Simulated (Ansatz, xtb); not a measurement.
CH5ClFInSi: which of two isomers lies lower

We compare a, `C[Si@](F)(Cl)[InH2]`, a singlet, with b, `C[Si@H](F)[InH][Cl]`, a singlet. Both are isolated molecules in the gas phase, relaxed with PBE0-D3(BJ)/def2-SVP; the shapes shown needn't be the lowest conformers.

a (Å):

```xyz
10

C    -0.7203   -1.5821    0.4241
Cl   -2.1857    1.0763    1.3987
F     0.7651    0.5948    1.4066
In   -0.4088    1.6222   -1.7480
Si   -0.5112    0.2670    0.4428
H     0.1639   -2.0678   -0.0174
H    -0.8504   -1.9575    1.4511
H    -1.6051   -1.8631   -0.1669
H     0.4024    3.1506   -1.7836
H    -1.2512    1.0552   -3.1551
```

b (Å):

```yaml
atoms:
  - { symbol: C, position_ang: [-1.1399, -0.4064, -0.7977] }
  - { symbol: Cl, position_ang: [1.6791, 1.6844, 1.2781] }
  - { symbol: F, position_ang: [-2.4313, 1.7911, -2.1129] }
  - { symbol: In, position_ang: [0.3125, 2.8975, -0.2600] }
  - { symbol: Si, position_ang: [-1.7086, 1.3665, -0.7070] }
  - { symbol: H, position_ang: [-0.5624, -0.6431, 0.1105] }
  - { symbol: H, position_ang: [-0.4859, -0.5717, -1.6671] }
  - { symbol: H, position_ang: [-1.9945, -1.0970, -0.8669] }
  - { symbol: H, position_ang: [-2.7242, 1.5449, 0.3754] }
  - { symbol: H, position_ang: [1.0153, 4.4194, -0.6504] }
```

Task: Estimate E(b) − E(a) at the level CCSD(T)/def2-SVP + ΔMP2/def2-TZVPP.

Result: Calculated at CCSD(T)/def2-SVP + ΔMP2/def2-TZVPP: E(b) − E(a) = −0.288 eV, so structure b lies lower.

How the difference moves with the method:

| level | geometry | E(b) − E(a) (eV) | departure from the last row (eV) | job, with rough time for the two |
| --- | --- | --- | --- | --- |
| PBE0-D3(BJ)/def2-SVP | PBE0-D3(BJ)/def2-SVP | −0.313 | −0.024 | optimisation, 2.8 min |
| HF/def2-SVP | PBE0-D3(BJ)/def2-SVP | −0.444 | −0.155 | part of the CCSD(T) run |
| MP2/def2-SVP | PBE0-D3(BJ)/def2-SVP | −0.337 | −0.049 | part of the CCSD(T) run |
| CCSD(T)/def2-SVP | PBE0-D3(BJ)/def2-SVP | −0.346 | −0.057 | single point |
| CCSD(T)/def2-SVP + ΔMP2/def2-TZVPP | PBE0-D3(BJ)/def2-SVP | −0.288 |  | single point, 65 s |

As drawn, b has 1 Cl–In, 1 Si–H in place of 1 Cl–Si, 1 In–H.

The levels shown agree on the order. The largest departure from CCSD(T)/def2-SVP + ΔMP2/def2-TZVPP is that of HF/def2-SVP, 0.155 eV. Levels run at GFN2-xTB geometries aren't shown. The last row adds to CCSD(T) the change of the MP2 difference between the two basis sets, here +0.057 eV.

With harmonic frequencies from PBE0-D3(BJ)/def2-SVP (ideal gas, rigid rotor, one conformer each, 600 K, 1 atm): on the last row, ΔE + ΔZPE = −0.228 eV. A mode under 50 cm⁻¹ makes harmonic enthalpies and free energies unreliable, so none is given.

The correlated steps freeze 16 core orbitals; the filled d shell of In is correlated, in a basis made for valence electrons. Atoms past krypton carry core potentials in the def2 sets and no spin–orbit term is included. Programs: Ansatz 0.2.0; the last row on 2 threads of Intel(R) Xeon(R) Platinum 8259CL CPU @ 2.50GHz (Skylake/Cascade Lake) on a shared host.
